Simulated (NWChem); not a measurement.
System: CH3Se2, doublet; SMILES C[Se][Se]

NWChem printed, in part:

```
             Northwest Computational Chemistry Package (NWChem) 7.3.0
             --------------------------------------------------------

 CS  symmetry detected

                             Geometry "geometry" -> ""
                             -------------------------

 Output coordinates in angstroms (scale by  1.889725989 to convert to a.u.)

  No.       Tag          Charge          X              Y              Z
 ---- ---------------- ---------- -------------- -------------- --------------
    1 C                    6.0000    -1.34638631     1.73796125     0.00000000
    2 Se                  34.0000     0.44043800     0.87006040     0.00000000
    3 Se                  34.0000    -0.05723424    -1.34415767     0.00000000
    4 H                    1.0000    -1.88817930     1.43690304     0.89699600
    5 H                    1.0000    -1.17425126     2.81773352     0.00000000
    6 H                    1.0000    -1.88817930     1.43690304    -0.89699600

 Effective nuclear repulsion energy (a.u.)     401.6018157219

      Symmetry information
      --------------------

 Group name             Cs
 Group number              2
 Group order               2
 No. of unique centers     5

                                 NWChem DFT Module
                                 -----------------

 Summary of "ao basis" -> "ao basis" (spherical)
 ------------------------------------------------------------------------------
       Tag                 Description            Shells   Functions and Types
 ---------------- ------------------------------  ------  ---------------------
 C                           6-31g*                  6       14   3s2p1d
 Se                          6-31g*                 12       32   5s4p3d
 H                           6-31g*                  2        2   2s

      Symmetry analysis of basis
      --------------------------

        a'         58
        a"         26

            General Information
            -------------------
          SCF calculation type: DFT
          Wavefunction type:  spin polarized.
          No. of atoms     :     6
          No. of electrons :    77
           Alpha electrons :    39
            Beta electrons :    38
          Charge           :     0
          Spin multiplicity:     2
          Use of symmetry is: on ; symmetry adaption is: on
          Maximum number of iterations: 150
          AO basis - number of functions:    84
                     number of shells:    36
          Convergence on energy requested:  1.00D-06
          Convergence on density requested:  1.00D-05
          Convergence on gradient requested:  5.00D-04

              XC Information
              --------------
                         MN15 Method XC Functional
                     Hartree-Fock (Exact) Exchange  0.440
                          MN15 Exchange Functional  1.000
                        MN15 Correlation Potential  1.000

             Grid Information
             ----------------
          Grid used for XC integration:  xcoarse
          Radial quadrature: Mura-Knowles
          Angular quadrature: Lebedev.
          Tag              B.-S. Rad. Rad. Pts. Rad. Cut. Ang. Pts.
          ---              ---------- --------- --------- ---------
          C                   0.70       21          10.0       194
          Se                  1.15       75          10.0       194
          H                   0.35       21          11.0       194
          Grid pruning is: on
          Number of quadrature shells:   213
          Spatial weights used:  Erf1

      Superposition of Atomic Density Guess
      -------------------------------------

 Sum of atomic energies:       -4838.16563831

      Non-variational initial energy
      ------------------------------

 Total energy =   -4838.981747
 1-e energy   =   -7538.460392
 2-e energy   =    2297.876829
 HOMO         =      -0.194043
 LUMO         =      -0.001609

   Symmetry analysis of molecular orbitals - initial alpha
   -------------------------------------------------------

  Numbering of irreducible representations:

     1 a'          2 a"

  Orbital symmetries:

     1 a'          2 a'          3 a'          4 a'          5 a'
     6 a'          7 a"          8 a'          9 a'         10 a"
    11 a'         12 a'         13 a'         14 a'         15 a'
    16 a'         17 a"         18 a'         19 a"         20 a'
    21 a'         22 a"         23 a'         24 a"         25 a'
    26 a"         27 a'         28 a'         29 a"         30 a'
    31 a'         32 a'         33 a'         34 a"         35 a'
    36 a'         37 a"         38 a'         39 a"         40 a'
    41 a'         42 a'         43 a'         44 a"         45 a'
    46 a'         47 a'         48 a"         49 a'

   Symmetry analysis of molecular orbitals - initial beta
   ------------------------------------------------------

  Numbering of irreducible representations:

     1 a'          2 a"

  Orbital symmetries:

     1 a'          2 a'          3 a'          4 a'          5 a'
     6 a'          7 a"          8 a'          9 a'         10 a"
    11 a'         12 a'         13 a'         14 a'         15 a'
    16 a'         17 a"         18 a'         19 a"         20 a'
    21 a'         22 a"         23 a'         24 a"         25 a'
    26 a"         27 a'         28 a'         29 a"         30 a'
    31 a'         32 a'         33 a'         34 a"         35 a'
    36 a'         37 a"         38 a'         39 a"         40 a'
    41 a'         42 a'         43 a'         44 a"         45 a'
    46 a'         47 a'         48 a"         49 a'

     ---------------------------------------------
      Total Density - Mulliken Population Analysis
     ---------------------------------------------

    Atom       Charge   Shell Charges
 -----------   ------   -------------------------------------------------------
    1 C    6     6.67   2.00  0.71  1.92  0.71  1.30  0.03
    2 Se  34    33.58   2.00  2.00  6.00  2.00  5.99  1.50  2.69  0.37  0.95  6.94  2.94  0.19
    3 Se  34    34.48   2.00  2.00  6.00  2.00  5.99  1.55  3.12  0.40  1.39  6.94  2.94  0.15
    4 H    1     0.76   0.46  0.30
    5 H    1     0.76   0.46  0.30
    6 H    1     0.76   0.46  0.30

     --------------------------------------------
      Spin Density - Mulliken Population Analysis
     --------------------------------------------

    Atom       Charge   Shell Charges
 -----------   ------   -------------------------------------------------------
    1 C    6     0.01   0.00  0.00  0.01  0.00 -0.00  0.00
    2 Se  34     0.51   0.00  0.00  0.00  0.00  0.00  0.00  0.35  0.00  0.16  0.00 -0.00  0.00
    3 Se  34     0.46   0.00  0.00  0.00  0.00  0.00  0.00  0.30  0.00  0.15  0.00 -0.00  0.00
    4 H    1     0.01   0.01  0.01
    5 H    1     0.00   0.00  0.00
    6 H    1     0.01   0.01  0.01

   convergence    iter        energy       DeltaE   RMS-Dens  Diis-err
 ---------------- ----- ----------------- --------- --------- ---------
 d= 0,ls=0.0,diis     1  -4842.9312625013 -5.24D+03  6.33D-03  2.33D-01
                                                     7.44D-03  2.37D-01
 d= 0,ls=0.0,diis     2  -4842.9369389602 -5.68D-03  6.17D-03  1.09D-01
                                                     6.95D-03  1.05D-01
 d= 0,ls=0.0,diis     3  -4842.9705287476 -3.36D-02  2.37D-03  5.49D-02
                                                     3.20D-03  5.95D-02
 d= 0,ls=0.0,diis     4  -4843.0037505400 -3.32D-02  2.96D-04  1.21D-03
                                                     3.17D-04  1.16D-03
 d= 0,ls=0.0,diis     5  -4843.0042400847 -4.90D-04  1.96D-04  1.11D-04
                                                     2.65D-04  8.39D-05
  Resetting Diis
 d= 0,ls=0.0,diis     6  -4843.0043953244 -1.55D-04  1.21D-04  4.02D-05
                                                     1.64D-04  3.04D-05
 d= 0,ls=0.0,diis     7  -4843.0044571342 -6.18D-05  8.78D-05  8.61D-06
                                                     9.94D-05  6.81D-06
 d= 0,ls=0.0,diis     8  -4843.0044765776 -1.94D-05  1.91D-05  4.66D-06
                                                     5.33D-05  6.42D-06
 d= 0,ls=0.0,diis     9  -4843.0044835371 -6.96D-06  8.32D-05  2.33D-06
                                                     1.06D-04  1.54D-06
 d= 0,ls=0.0,diis    10  -4843.0044910974 -7.56D-06  6.22D-06  4.87D-07
                                                     2.03D-05  6.20D-07
 d= 0,ls=0.0,diis    11  -4843.0044916026 -5.05D-07  2.26D-06  2.39D-08
                                                     2.14D-06  1.73D-08

         Total DFT energy =    -4843.004491602582
      One electron energy =    -7539.034260307315
           Coulomb energy =     2475.782560026550
    Exchange-Corr. energy =     -181.354607043746
 Nuclear repulsion energy =      401.601815721929

 Numeric. integr. density =       77.000046515783

                  Occupations of the irreducible representations
                  ----------------------------------------------

                     irrep           alpha         beta
                     --------     --------     --------
                     a'               28.0         28.0
                     a"               11.0         10.0

[...]

                         DFT ENERGY GRADIENTS

    atom               coordinates                        gradient
                 x          y          z           x          y          z
   1 C      -2.544301   3.284271   0.000000   -0.006479   0.004820   0.000000
   2 Se      0.832307   1.644176   0.000000    0.009632   0.006394   0.000000
   3 Se     -0.108157  -2.540090   0.000000   -0.001467  -0.012201   0.000000
   4 H      -3.568141   2.715353   1.695077   -0.000807  -0.000259   0.000746
   5 H      -2.219013   5.324744   0.000000   -0.000072   0.001505   0.000000
   6 H      -3.568141   2.715353  -1.695077   -0.000807  -0.000259  -0.000746
```

Level: MN15/6-31G* (spherical d), spin-unrestricted. In the optimisation the excess spin sits in a" (Cs, its own frame). Coordinates come from a B3LYP/6-31G* (spherical d), spin-unrestricted optimisation. No stability test was run on the SCF state.

Question: Reconstruct the input file.

Answer: This is not unique; one that fits is the input that was run:
```
start job
memory heap 200 mb stack 700 mb global 900 mb
geometry units angstroms noautoz
  C     -1.355954     1.698014     0.000000
  Se     0.442217     0.853873     0.000000
  Se    -0.026063    -1.366747     0.000000
  H     -1.893709     1.389801     0.896996
  H     -1.198146     2.779973     0.000000
  H     -1.893709     1.389801    -0.896996
end
basis spherical
  C library 6-31g*
  Se library 6-31g*
  H library 6-31g*
end
dft
  odft
  mult 2
  xc mn15
  grid xcoarse
  iterations 150
  mulliken
end
task dft gradient
```
